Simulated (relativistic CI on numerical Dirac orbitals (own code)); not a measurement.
# The spin-orbit constant of Pd⁺ from its measured fine structure

Problem. The ground term ²D of Pd⁺ (4d⁹) has the measured levels J = 3/2: 3539.2, J = 5/2: 0.0 cm⁻¹ (NIST Handbook of Basic Atomic Spectroscopic Data (Sansonetti and Martin, J. Phys. Chem. Ref. Data 34, 1559 (2005))). Test the interval rule and estimate ζ(4d).

Working.
1. In LS coupling E(J) − E(J − 1) = AJ. The intervals give A = -1415.7 (J = 5/2) cm⁻¹.
2. A doublet has one interval, so the rule cannot be tested.
3. The whole width divided by the sum of the upper J values gives a mean A = -1415.7 cm⁻¹.
4. For the Hund term of a shell that is more than half full, A = −ζ/2S with 2S = 1, so ζ = 1416 cm⁻¹.

Check. The value calculated from Dirac-Coulomb-Breit radial functions of this configuration is ζ = 1347 cm⁻¹, 5 % below the estimate from measurement. The same recipe applied to the calculated levels returns 1324 cm⁻¹, which shows the bias of the recipe itself.
